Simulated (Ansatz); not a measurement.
Z-matrix (Å, degrees):
```
C
F 1 1.399
Si 1 1.892 2 110.4
F 1 1.399 2 104.9 3 118.9
In 1 2.335 2 101.9 3 -135.2
H 3 1.489 1 115.1 2 57.8
H 3 1.488 1 106.8 2 -64.3
H 3 1.488 1 106.8 2 179.8
```

The species carries charge 0 and has multiplicity 1. In: def2 effective core potential. The bonds changed during the relaxation, so this is another structure than the one it started from.

**Question.** List the PBE/def2-TZVPP orbital energies in eV (Ansatz 0.2.0). (Estimate.)

**Answer.** The calculation gave: Occupied: -1779.36, -659.89, -659.89, -271.71, -137.15, -121.97, -93.88, -93.87, -93.87, -79.62, -79.62, -79.31, -30.52, -29.16, -18.84, -18.84, -18.63, -18.59, -18.57, -16.04, -13.42, -12.60, -11.66, -11.05, -9.57, -9.04, -8.87, -8.32, -8.29, -7.58, -4.58. Lowest empty: -2.68, -2.62, -0.56, 0.33, 0.39, 0.65, 1.05, 1.65.
